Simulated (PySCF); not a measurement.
## Pb⁺: fine-structure interval

Pb⁺ [Xe] 4f14 5d10 6s2 6p1 [6p1/2^1, M_J = 1/2] → Pb⁺ [Xe] 4f14 5d10 6s2 6p1 [6p3/2^1, M_J = 3/2], as a difference of total energies. All numbers are calculated (PySCF 2.14, the two-component X2C-1e Hamiltonian, in x2c-TZVPall-2c (11s11p9d3f, 110 functions)). Correlated levels: [Kr] 4d10 4f14 frozen; the 24 highest virtual spinors dropped. "Screened" scales the spin-orbit matrix elements by Boettger's factors to mimic the two-electron term; Breit and QED terms are absent.

```tsv
method	fine-structure interval (cm⁻¹)	error (cm⁻¹)
GHF (screened spin-orbit)	14708	+627
GMP2 (screened spin-orbit)	13585	-496
GHF (bare spin-orbit)	15071	+990
```

Reference: 14081 cm⁻¹ (measured; NIST Handbook of Basic Atomic Spectroscopic Data (Sansonetti and Martin, J. Phys. Chem. Ref. Data 34, 1559 (2005))).

Errors of the correlated levels include the incompleteness of this basis and the frozen core.
